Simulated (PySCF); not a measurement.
Molecule: SMILES CS[SiH2]NC=O, C2H7NOSSi.

Bonds (- single, = double, # triple, : aromatic): C1-S2, S2-Si3, Si3-N4, N4-C5, C5=O6. C1 carries H7, H8, H9; Si3 carries H10, H11; N4 carries H12; C5 carries H13.

Frames of a GFN2-xTB Langevin trajectory at 400 K; GIAO PBE0/pcSseg-1 shieldings in PySCF, gas phase, non-relativistic; equivalent atoms averaged within each frame.

δ = σ(ref) − σ, references computed at the same level: ¹³C (σ = 186.93 ppm), ²⁹Si (σ = 349.16 ppm), ¹H (σ = 31.72 ppm) against TMS; ³³S (σ = 503.73 ppm) vs CS2; ¹⁵N (σ = 267.73 ppm) against NH3; ¹⁷O (σ = 336.08 ppm) against H2O. The references are static minima.

**Question.** How do the shifts (ppm) fluctuate along the trajectory?

**Answer.** 
```csv
time (fs),C5,C1,S2,Si3,N4,O6,H13,H10/H11,H12,H7/H8/H9
250,162.8,18.3,-225,-18.7,123.4,428.4,7.64,4.75,3.54,2.81
425,166.5,19.5,-224,-28.5,144.1,424.3,7.45,6.14,6.07,2.47
625,168.7,11.8,-243,-27.4,127.5,475.3,7.84,5.01,5.31,2.42
800,165.0,11.0,-193,-22.8,114.4,465.2,8.46,6.31,3.71,2.53
1000,164.7,17.4,-161,-27.6,117.8,449.3,8.76,5.23,5.68,2.02
mean of frames,165.5,15.6,-209,-25.0,125.4,448.5,8.03,5.49,4.86,2.45
standard deviation,2.2,3.9,33,4.2,11.6,22.3,0.56,0.70,1.16,0.28
```

5 frames give an uncertainty of the mean of about the standard deviation over 2.2 at best, since frames this close in time may not be independent; classical motion lacks zero-point vibration, and the reference would need the same averaging.
